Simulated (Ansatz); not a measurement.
Stepwise reaction of `[CH3][In]([CH3])[F]` with hydrogen fluoride, as a gas-phase model of exchange steps in deposition or etching. ΔE in kJ/mol.

Calculated with Ansatz (gas phase, PBE0-D4/def2-TZVP geometries, no zero-point term in ΔE). CCSD(T)/CBS adds triple-zeta CCSD(T) − MP2 to the extrapolated MP2 energy (def2 sets, frozen cores). This one scheme is used for every species. Functionals use def2-TZVPP. B3LYP here is the variant with VWN-RPA as its local correlation; programs differ in this. def2 core potentials past Kr. For In outer-core shells are correlated without core-valence functions, which leaves a few kJ/mol of doubt a bond.

```json
{"step": "1", "reaction": "`[CH3][In]([CH3])[F]` + H–F → `[CH3][In]([F])[F]` + CH₄", "PBE-D4": "-82.5", "B3LYP-D4": "-88.6", "ωB97M-V": "-83.4", "CCSD(T)/CBS": "-77.4"}
{"step": "2", "reaction": "`[CH3][In]([F])[F]` + H–F → `[F][In]([F])[F]` + CH₄", "PBE-D4": "-31.7", "B3LYP-D4": "-35.7", "ωB97M-V": "-34.2", "CCSD(T)/CBS": "-28.4"}
```

Q: By hand: ΔE of the 2 steps together at CCSD(T)/CBS.

A: (-77.4) + (-28.4) = -105.8 kJ/mol, or -52.9 kJ/mol a step.

In ΔE each step is higher than the one before. All are downhill at CCSD(T)/CBS. PBE-D4 differs from CCSD(T)/CBS by -5.1 to -3.3 kJ/mol a step. Isolated molecules leave out the surface, adducts and barriers. Largest T1 diagnostic: 0.018.
